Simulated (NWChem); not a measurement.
System: benzoquinone (C6H4O2); SMILES O=C1C=CC(=O)C=C1

NWChem input:

```
start job
memory heap 200 mb stack 900 mb global 1100 mb
geometry units angstroms noautosym nocenter noautoz
  O      0.000000    -2.687311     0.000000
  C      0.000000    -1.455951     0.000000
  C      1.269641    -0.677625     0.000000
  C      1.269641     0.677625     0.000000
  C      0.000000     1.455951     0.000000
  O      0.000000     2.687311     0.000000
  C     -1.269641     0.677625     0.000000
  C     -1.269641    -0.677625     0.000000
  H      2.195672    -1.273710     0.000000
  H      2.195672     1.273710     0.000000
  H     -2.195672     1.273710     0.000000
  H     -2.195672    -1.273710     0.000000
end
basis spherical
  O library 6-31g*
  C library 6-31g*
  H library 6-31g*
end
dft
  xc xpbe96 cpbe96
  iterations 150
end
property
  efieldgrad
end
task dft property
```

All runs use the structure optimised with PBE-D3(BJ)/def2-SVP.

Vzz is the largest principal value of the second derivative of the potential at the nucleus (NWChem prints the opposite sign); η is the asymmetry. Non-relativistic.

Atoms are numbered as in the input.

Q: Give the results of this calculation. (PBE/6-31G* (spherical d).) Quantities: Vzz O6 (a.u.); η O6.

A: 
```yaml
Vzz O6 (a.u.): -1.972
"η O6": 0.39
```
